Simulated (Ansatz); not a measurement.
`[CH3][Sn]([NH2])([F])[F]` + H₂O → `[CH3][Sn]([NH2])([OH])[F]` + H–F at 700 K and 1 bar (formal hydrolysis of the Sn–F bond).

Computed with Ansatz on PBE0-D4/def2-TZVP structures; ΔE is electronic, products minus reactants. CBS: MP2 limit from def2 TZ/QZ plus the TZ coupled-cluster correction, frozen cores. This one scheme is used for every species. def2 core potentials past Kr. For Sn outer-core shells are correlated without core-valence functions, which leaves a few kJ/mol of doubt a bond. Each species was taken in one conformer, which may not be the lowest.

```tsv
species	CCSD(T)/CBS energy (Eh)	H − E (kJ/mol)	S (J/(mol·K))
`[CH3][Sn]([NH2])([F])[F]`	-509.47039	256.0	521.3
H₂O	-76.37941	80.5	218.4
`[CH3][Sn]([NH2])([OH])[F]`	-485.44180	292.3	533.4
H–F	-100.39570	45.2	198.5
```

H − E and S are ideal-gas, rigid-rotor, harmonic terms from PBE0-D4/def2-TZVP, for one conformer and one mirror image of each species. 1 Eh = 2625.50 kJ/mol, R = 8.31446 J/(mol·K).

Q: By hand: ΔE, ΔH, ΔS and ΔG.

A: ΔE = (-485.44180) + (-100.39570) − (-509.47039) − (-76.37941) = 0.01230 Eh = 32.3 kJ/mol. Δ(H − E) = 292.3 + 45.2 − 256.0 − 80.5 = 1.0, so ΔH = 33.3 kJ/mol. ΔS = 533.4 + 198.5 − 521.3 − 218.4 = -7.8 J/(mol·K). ΔG = 33.3 − 700 × (-7.8)/1000 = 38.8 kJ/mol.

Q: By hand: the equilibrium constant, and the temperature at which ΔG would vanish if ΔH and ΔS stayed fixed.

A: log₁₀ K = −ΔG/(RT ln 10) = -2.9. ΔH and −TΔS have one sign here, so there is no such temperature.

The number of gas molecules stays the same, so ΔS is small and ΔH decides. A doubt of 5 kJ/mol in ΔE shifts log₁₀ K by 0.4 here. Other conformers and mirror images would add mixing entropy, several J/(mol·K) or more a flexible species. Modes under 60 cm⁻¹, often nearly free rotors, make the harmonic entropy too high. These are equilibria of isolated gas molecules and say nothing of rates. Largest T1 diagnostic: 0.013 (customary marks: 0.02 for closed shells, 0.045 for open ones).

ΔS is within the doubt of such terms, so its sign, and with it that verdict, could turn.
